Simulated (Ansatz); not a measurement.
Calculated with Ansatz (gas phase, PBE0-D4/def2-TZVP geometries, no zero-point term in ΔE). CBS: MP2 limit from def2 TZ/QZ plus the TZ coupled-cluster correction, frozen cores. Functionals use def2-TZVPP. Each species was taken in one conformer, which may not be the lowest.

Consider the formal exchange of groups at the Si–Cl bond: `S[SiH](S)Cl` + `C=CC(O)(F)F` → `O[SiH](S)S` + `C=CC(F)(F)Cl`.

`S[SiH](S)Cl`:

Z-matrix (Å, degrees):
```
Si
S 1 2.119
Cl 1 2.055 2 109.9
S 1 2.118 2 103.9 3 -122.1
H 1 1.478 2 114.3 3 118.0
H 2 1.344 1 93.6 3 -36.1
H 4 1.345 1 93.3 2 -155.7
```

`C=CC(O)(F)F`:

Cartesian coordinates in Å:
```
C -1.285 0.911 0.258
C -0.424 0.018 0.711
C 0.709 -0.525 -0.093
O 0.761 -0.008 -1.338
F 1.888 -0.297 0.561
F 0.621 -1.888 -0.151
H -1.210 1.304 -0.749
H -2.092 1.273 0.884
H -0.482 -0.389 1.714
H 1.513 -0.398 -1.797
```

`O[SiH](S)S`:

Z-matrix (Å, degrees):
```
Si
S 1 2.136
S 1 2.133 2 109.7
O 1 1.636 2 106.5 3 -126.3
H 1 1.475 2 114.5 3 117.9
H 2 1.343 1 94.2 3 -37.4
H 3 1.344 1 94.3 2 -41.2
H 4 0.959 1 118.2 2 59.2
```

`C=CC(F)(F)Cl`:

```xyz
9

C    -1.074   -0.943    0.042
C     0.089   -0.426    0.398
C     0.613    0.855   -0.152
F    -0.262    1.466   -0.957
F     0.907    1.712    0.841
Cl    2.112    0.569   -1.077
H    -1.419   -1.875    0.471
H    -1.712   -0.456   -0.684
H     0.746   -0.902    1.117
```

Is it downhill or uphill in electronic energy at CCSD(T)/CBS, and by how much? (Best estimate.)

The calculation gave: Uphill: ΔE = +32.9 kJ/mol.

What do these levels give: r2SCAN-D4, ωB97X-V, HF/def2-TZVPP, MP2/def2-TZVPP, CCSD/def2-TZVPP, HF/CBS(def2)? (An estimate is asked.)

The calculation gave: r2SCAN-D4 33.1, ωB97X-V 37.4, HF/def2-TZVPP 44.6, MP2/def2-TZVPP 32.3, CCSD/def2-TZVPP 35.7, HF/CBS(def2) 43.1 kJ/mol.

Largest T1 diagnostic among the species: 0.012.

From PBE to PBE0 (25 % exact exchange), in def2-TZVPP and without D4, ΔE moves by +5.8 kJ/mol. In def2-TZVPP, CCSD(T) changes the Hartree–Fock value by −11.0 kJ/mol (the triples alone add −2.1 kJ/mol) and MP2 by −12.3 kJ/mol.
